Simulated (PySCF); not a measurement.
Isomers of C6H10FNSi, mass 143.057 u with the commonest isotopes. Theory: PBE0/pcSseg-1 in PySCF (dipole) on a GFN2-xTB geometry, gas phase. One conformer each, none proved a minimum here; rigid rotors.

Task: Order these by radius of gyration √(Σ m r²/M), largest first.
A. `[N:1]#[C:2][CH2:3]/[CH:4]=[CH:5]\[CH2:6][SiH2:7][CH2:8][F:9]` with C2–C3–C4–C5 116°, C4–C5–C6–Si7 -95°, C5–C6–Si7–C8 73°, C6–Si7–C8–F9 52°
B. `[N:1]#[C:2][C@@:3]1([F:4])[CH2:5][CH2:6][CH2:7][CH2:8][SiH2:9]1` with C2–C3–C5–C6 64°, C3–C5–C6–C7 69°, C5–C6–C7–C8 -69°, C6–C7–C8–Si9 58°
C. `[NH2:1][CH2:2][C:3]#[C:4][CH2:5][Si@@H:6]1[CH2:7][C@H:8]1[F:9]` with H–N1–C2–C3 60° and -59°, C4–C5–Si6–C7 26°
D. `[CH3:1][Si@@H:2]1[CH2:3][CH2:4][CH2:5][C@:6]1([F:7])[C:8]#[N:9]` with C1–Si2–C3–C4 -131°, Si2–C3–C4–C5 40°, C3–C4–C5–C6 -51°, C4–C5–C6–F7 -79°
E. `[CH3:1][C:2]([CH3:3])([SiH3:4])/[C:5]([C:6]#[N:7])=[CH:8]\[F:9]` with C1–C2–C5–C6 -11°

Result: C (2.527 Å), A (2.256 Å), E (2.125 Å), D (2.042 Å), B (2.017 Å).

Task: Order these by rotational constant C, largest first.
A. `[CH3:1][C:2]([CH3:3])([SiH3:4])/[C:5]([C:6]#[N:7])=[CH:8]\[F:9]` with C1–C2–C5–C6 -11°
B. `[NH2:1][CH2:2][C:3]#[C:4][CH2:5][Si@@H:6]1[CH2:7][C@H:8]1[F:9]` with H–N1–C2–C3 60° and -59°, C4–C5–Si6–C7 26°
C. `[N:1]#[C:2][C@@:3]1([F:4])[CH2:5][CH2:6][CH2:7][CH2:8][SiH2:9]1` with C2–C3–C5–C6 64°, C3–C5–C6–C7 69°, C5–C6–C7–C8 -69°, C6–C7–C8–Si9 58°
D. `[CH3:1][Si@@H:2]1[CH2:3][CH2:4][CH2:5][C@:6]1([F:7])[C:8]#[N:9]` with C1–Si2–C3–C4 -131°, Si2–C3–C4–C5 40°, C3–C4–C5–C6 -51°, C4–C5–C6–F7 -79°
E. `[N:1]#[C:2][CH2:3]/[CH:4]=[CH:5]\[CH2:6][SiH2:7][CH2:8][F:9]` with C2–C3–C4–C5 116°, C4–C5–C6–Si7 -95°, C5–C6–Si7–C8 73°, C6–Si7–C8–F9 52°

Result: C (1097 MHz), D (977.7 MHz), A (926.8 MHz), E (751.6 MHz), B (583.7 MHz).

Task: Order these by out-of-plane moment Σ m c² = (Ia + Ib − Ic)/2, smallest first.
A. `[N:1]#[C:2][C@@:3]1([F:4])[CH2:5][CH2:6][CH2:7][CH2:8][SiH2:9]1` with C2–C3–C5–C6 64°, C3–C5–C6–C7 69°, C5–C6–C7–C8 -69°, C6–C7–C8–Si9 58°
B. `[CH3:1][Si@@H:2]1[CH2:3][CH2:4][CH2:5][C@:6]1([F:7])[C:8]#[N:9]` with C1–Si2–C3–C4 -131°, Si2–C3–C4–C5 40°, C3–C4–C5–C6 -51°, C4–C5–C6–F7 -79°
C. `[NH2:1][CH2:2][C:3]#[C:4][CH2:5][Si@@H:6]1[CH2:7][C@H:8]1[F:9]` with H–N1–C2–C3 60° and -59°, C4–C5–Si6–C7 26°
D. `[N:1]#[C:2][CH2:3]/[CH:4]=[CH:5]\[CH2:6][SiH2:7][CH2:8][F:9]` with C2–C3–C4–C5 116°, C4–C5–C6–Si7 -95°, C5–C6–Si7–C8 73°, C6–Si7–C8–F9 52°
E. `[CH3:1][C:2]([CH3:3])([SiH3:4])/[C:5]([C:6]#[N:7])=[CH:8]\[F:9]` with C1–C2–C5–C6 -11°

Result: C (48.01 u·Å²), D (55.48 u·Å²), B (79.62 u·Å²), E (100.85 u·Å²), A (121.25 u·Å²).

| SMILES | point group | Ia (u·Å²) | Ib (u·Å²) | Ic (u·Å²) | κ | μa (D) | μb (D) | μc (D) |
| --- | --- | --- | --- | --- | --- | --- | --- | --- |
| CC(C)([SiH3])/C(C#N)=C\F | C1 | 341.60 | 405.40 | 545.30 | 0.16 | 2.63 | 0.68 | 0.80 |
| N#CC/C=C\C[SiH2]CF | C1 | 303.69 | 479.65 | 672.38 | -0.34 | 2.56 | 3.01 | 0.72 |
| N#C[C@@]1(F)CCCC[SiH2]1 | C1 | 284.07 | 419.10 | 460.68 | -0.68 | 4.04 | 0.51 | 1.56 |
| NCC#CC[Si@@H]1C[C@H]1F | C1 | 260.55 | 701.30 | 865.84 | -0.80 | 0.49 | 2.02 | 0.83 |
| C[Si@@H]1CCC[C@]1(F)C#N | C1 | 305.83 | 370.29 | 516.88 | 0.15 | 4.36 | 0.69 | 0.69 |
